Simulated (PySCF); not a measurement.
Cl₂Mg, charge -1, multiplicity 2. Atoms are numbered in the order given.

```xyz
3

Mg     0.0000     0.0000    -0.8706
Cl     0.0000     2.0019     0.3073
Cl     0.0000    -2.0019     0.3073
```
Charge -1, spin multiplicity 2.

The structure is a stationary point at B3LYP-D3(BJ)/def2-TZVPD.

Computed with PBE/def2-TZVPD run with PySCF.

Mulliken values depend strongly on the basis, most of all with diffuse functions as here. ESP charges are fitted to the potential on shells at 1.4 to 2.0 van der Waals radii. Atomic charges (e):

```json
[
 {"atom": "Mg1", "meta-Löwdin": "0.76", "ESP fit": "-0.08", "Mulliken": "-0.02", "Mulliken spin": "1.14"},
 {"atom": "Cl2", "meta-Löwdin": "-0.88", "ESP fit": "-0.46", "Mulliken": "-0.49", "Mulliken spin": "-0.07"},
 {"atom": "Cl3", "meta-Löwdin": "-0.88", "ESP fit": "-0.46", "Mulliken": "-0.49", "Mulliken spin": "-0.07"}
]
```
